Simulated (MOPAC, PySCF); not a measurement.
[Nb(Cl)3(F)2], neutral singlet in the gas phase. 

Cartesian coordinates (Å):
```xyz
6

Nb     0.0000     0.0000     0.0000
Cl    -0.2196     0.1113    -2.2742
Cl    -1.7928     0.4548     1.3459
Cl     2.0124    -0.5661     0.9285
F      0.4923     1.8179     0.0414
F     -0.4923    -1.8179    -0.0415
```
Charge 0, multiplicity 1.

All levels are single points at this geometry (PBE-D3(BJ)/def2-SVP); Pople sets use spherical d functions. Orbital energies aren't observables, and empty levels follow the basis.

TPSSh-D3(BJ)/def2-TZVP in PySCF gives HOMO (eV) = -9.35.

Estimate the HOMO (eV) from each of these levels: PBE-D3(BJ)/def2-TZVP in PySCF; M06-2X/6-31G* (LANL2DZ on Nb) in PySCF; HF/6-31G* (LANL2DZ on Nb) in PySCF; PM6 in MOPAC; PM7 in MOPAC.


```json
[
 {"level": "PBE-D3(BJ)/def2-TZVP in PySCF", "HOMO (eV)": "-8.61"},
 {"level": "M06-2X/6-31G* (LANL2DZ on Nb) in PySCF", "HOMO (eV)": "-11.56"},
 {"level": "HF/6-31G* (LANL2DZ on Nb) in PySCF", "HOMO (eV)": "-13.61"},
 {"level": "PM6 in MOPAC", "HOMO (eV)": "-11.38"},
 {"level": "PM7 in MOPAC", "HOMO (eV)": "-11.43"}
]
```
